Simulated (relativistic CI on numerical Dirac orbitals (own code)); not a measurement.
# Level scheme of Ta38+

Method of calculation: Dirac-Coulomb-Breit CI, KLI orbitals optimised for each configuration, model QED, unscaled Slater integrals (own radial code, finite nucleus).

Configurations in the expansion (outside the closed core [Ar] 3d10): 4s²4p⁵, 4s4p⁶, 4s²4p⁴4d, 4s4p⁵4d, 4s²4p⁴4f, 4s4p⁵4f, 4p⁶4d, 4s4p⁴4d², 4s²4p³4d4f, 4p⁶4f, 4p⁵4d², 4p⁴4d³, 4p⁴4d²4f. Double excitations out of closed p, d and f shells are left out; levels of such configurations are missing from the list, as are those of other unlisted configurations, and high levels can miss mixing partners.

The lowest level is 4s²4p⁵ ²P°3/2, with 100 % of that term; Hund's rules for 4s²4p⁵ give ²P° with J = 3/2, in agreement.

| No. | Configuration | Term | J | E (eV) | % | Landé g | Lifetime (s) |
| --- | --- | --- | --- | --- | --- | --- | --- |
| 1 | 4s²4p⁵ | ²P° | 3/2 | 0.000 | 100 | 1.329 |  |
| 2 | 4s²4p⁵ | ²P° | 1/2 | 86.167 | 99 | 0.659 | 1.63e-07 |
| 3 | 4p⁴(3P)4d | ⁴D | 3/2 | 143.996 | 37 | 1.181 | 4.38e-10 |
| 4 | 4p⁴(3P)4d | ⁴P | 1/2 | 146.036 | 45 | 1.661 | 8.21e-11 |
| 5 | 4p⁴(3P)4d | ⁴D | 5/2 | 146.237 | 44 | 1.218 | 7.54e-10 |
| 6 | 4p⁴(3P)4d | ⁴F | 7/2 | 149.041 | 32 | 1.131 | 4.37e-03 |
| 7 | 4p⁴(1S)4d | ²D | 3/2 | 157.653 | 62 | 0.863 | 1.63e-08 |
| 8 | 4p⁴(3P)4d | ²P | 1/2 | 162.670 | 45 | 1.309 | 1.90e-10 |
| 9 | 4p⁴(3P)4d | ²F | 7/2 | 163.089 | 47 | 1.246 | 2.86e-05 |
| 10 | 4p⁴(3P)4d | ⁴F | 9/2 | 164.596 | 69 | 1.262 | 4.32e-05 |
| 11 | 4p⁴(1S)4d | ²D | 5/2 | 177.338 | 51 | 1.219 | 3.57e-10 |
| 12 | 4p⁴(1D)4d | ²D | 3/2 | 181.983 | 36 | 1.162 | 2.41e-12 |
| 13 | 4p⁴(3P)4d | ²D | 5/2 | 185.228 | 42 | 1.140 | 1.86e-12 |
| 14 | 4s4p⁶ | ²S | 1/2 | 191.259 | 64 | 1.979 | 1.83e-12 |
| 15 | 4p⁴(3P)4d | ⁴D | 1/2 | 224.944 | 79 | 0.203 | 1.35e-10 |
| 16 | 4p⁴(3P)4d | ⁴D | 3/2 | 229.662 | 34 | 0.977 | 6.61e-10 |
| 17 | 4p⁴(3P)4d | ⁴F | 5/2 | 234.144 | 44 | 0.991 | 2.85e-11 |
| 18 | 4p⁴(1D)4d | ²G | 7/2 | 235.342 | 59 | 1.004 | 3.23e-07 |
| 19 | 4p⁴(3P)4d | ⁴D | 7/2 | 246.477 | 41 | 1.295 | 1.74e-07 |
| 20 | 4p⁴(1D)4d | ²P | 3/2 | 249.644 | 51 | 1.377 | 1.39e-11 |
| 21 | 4p⁴(3P)4d | ²F | 5/2 | 252.092 | 47 | 1.138 | 2.97e-10 |
| 22 | 4p⁴(1D)4d | ²G | 9/2 | 253.020 | 69 | 1.174 | 3.05e-07 |
| 23 | 4p⁴(1D)4d | ²D | 5/2 | 253.718 | 61 | 1.269 | 7.17e-13 |
| 24 | 4p⁴(1D)4d | ²S | 1/2 | 253.735 | 45 | 1.829 | 3.88e-13 |
| 25 | 4p⁴(3P)4d | ²P | 3/2 | 254.211 | 56 | 1.150 | 5.24e-13 |
| 26 | 4p⁴(3P)4d | ²D | 5/2 | 255.730 | 54 | 1.121 | 1.28e-12 |
| 27 | 4p⁴(1D)4d | ²F | 7/2 | 259.350 | 76 | 1.144 | 2.58e-07 |
| 28 | 4p⁴(3P)4d | ²D | 3/2 | 274.556 | 67 | 0.828 | 1.26e-12 |
| 29 | 4p⁴(3P)4d | ²P | 1/2 | 281.790 | 74 | 0.995 | 6.81e-13 |
| 30 | 4s4p⁵4d | ⁴P° | 1/2 | 330.931 | 88 | 2.360 | 2.60e-12 |
| 31 | 4s4p⁵4d | ⁴F° | 5/2 | 331.704 | 28 | 1.107 | 1.10e-11 |
| 32 | 4s4p⁵4d | ⁴P° | 3/2 | 332.616 | 34 | 1.227 | 4.82e-12 |
| 33 | 4s4p⁵4d | ⁴F° | 7/2 | 333.090 | 45 | 1.219 | 8.04e-12 |
| 34 | 4p⁴(1S)4d | ²D | 3/2 | 337.926 | 60 | 0.826 | 5.71e-13 |
| 35 | 4s4p⁵4d | ⁴P° | 3/2 | 340.786 | 38 | 1.115 | 2.78e-12 |
| 36 | 4p⁴(3P)4f | ⁴D° | 1/2 | 342.222 | 31 | 0.425 | 4.64e-12 |
| 37 | 4s4p⁵4d | ⁴F° | 9/2 | 342.672 | 58 | 1.297 | 9.99e-12 |
| 38 | 4p⁴(1S)4d | ²D | 5/2 | 343.146 | 43 | 1.186 | 6.80e-10 |
| 39 | 4s4p⁵4d | ⁴D° | 5/2 | 343.351 | 28 | 1.129 | 2.66e-12 |
| 40 | 4p⁴(3P)4f | ²G° | 9/2 | 354.416 | 45 | 1.057 | 2.26e-12 |
| 41 | 4p⁴(1D)4f | ²P° | 3/2 | 354.680 | 28 | 1.138 | 6.17e-12 |
| 42 | 4s4p⁵4d | ⁴P° | 5/2 | 355.655 | 33 | 1.287 | 2.00e-12 |
| 43 | 4p⁴(3P)4f | ⁴F° | 7/2 | 356.091 | 23 | 1.166 | 1.46e-12 |
| 44 | 4p⁴(3P)4f | ⁴G° | 11/2 | 356.397 | 69 | 1.212 | 2.67e-12 |
| 45 | 4s4p⁵4d | ²F° | 7/2 | 356.870 | 39 | 1.250 | 3.41e-12 |

Energies count from the lowest computed level; ° marks odd parity; lifetimes are radiative, by E1, M1, E2, M2, E3 decay to levels of this space only. Percentages are summed over parent terms; the parents shown are those of the largest component, closed shells are left out there.

The mean weight of the leading LS term, summed over parents, in these 45 levels is 52 %, and that of the leading jj configuration (from the same eigenvectors) 83 %, so jj coupling describes them better and the LS labels are nominal.

At this charge energies of transitions that change n are usually good to better than 1 %, and those within a shell (Δn = 0) to a few per cent.

LS names give the leading component of a level, which can be under half, so a name can repeat, a term be missing and a line seem to break the LS rules.
